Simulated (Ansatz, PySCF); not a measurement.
Species: BF$_{2}$, charge 1, multiplicity 1. 
Coordinates optimised at B3LYP-D3(BJ)/def2-TZVP (Ansatz, a program for electronic structure):
```xyz
3

F      0.0000     0.0000    -1.2292
B      0.0000     0.0000     0.0000
F      0.0000     0.0000     1.2292
```
Charge +1, spin multiplicity 1.

Total electronic energies in hartree. Valence correlation only, unless marked. No spin-orbit coupling. Non-relativistic. Basis-set limits of correlation are two-point, X^-3; Hartree-Fock from the larger set. [CCSD(T)-MP2]/basis is that difference in the basis named.

```tsv
level	program	energy (Eh)
HF/cc-pwCVTZ	Ansatz	-223.40218
HF/def2-TZVPD	PySCF	-223.41250
TPSS/def2-TZVPD	PySCF	-224.36990
r2SCAN-D4/def2-TZVPD	Ansatz + dftd4	-224.25601
B3LYP-D4/def2-TZVPD	Ansatz + dftd4	___
PBE0/STO-3G	Ansatz	-220.94419
PBE0-D3(BJ)/def2-TZVP	Ansatz + dftd3	-224.12697
PBE0-D4/def2-TZVPD	Ansatz + dftd4	-224.12735
BHLYP-D4/def2-TZVPD	Ansatz + dftd4	___
r2SCANh-D4/def2-TZVPD	Ansatz + dftd4	-224.24353
HSE06-D4/def2-TZVPD	Ansatz + dftd4	-224.11827
CAM-B3LYP-D3(BJ)/def2-TZVPD	Ansatz + dftd3	-224.29264
LC-wPBE/def2-TZVPD	Ansatz	-224.21526
MP2/CBS(aug-cc-pVTZ,aug-cc-pVQZ)	Ansatz	-224.0764
SCS-MP2/aug-cc-pVDZ	Ansatz	-223.76199
SCS-MP2/cc-pVDZ	Ansatz	-223.72925
SCS-MP2/cc-pVQZ	Ansatz	-224.02545
CCSD/6-31G	Ansatz	-223.49982
CCSD(T)/cc-pVDZ	Ansatz	-223.75843
CCSD(T)/cc-pVDZ	PySCF	-223.75844
RI-MP2/CBS(aug-cc-pVTZ,aug-cc-pVQZ)+[CCSD(T)-MP2]/aug-cc-pVTZ	Ansatz	-224.0932
RI-MP2/CBS(aug-cc-pVTZ,aug-cc-pVQZ)+[CCSD(T)-MP2]/aug-cc-pVQZ	Ansatz	-224.0912
CCSD(T)/CBS(aug-cc-pVTZ,aug-cc-pVQZ)	Ansatz	-224.0899
```

### Question
Fill in the missing entries.

### Answer

- B3LYP-D4/def2-TZVPD, energy (Eh): -224.35688
- BHLYP-D4/def2-TZVPD, energy (Eh): -224.27356
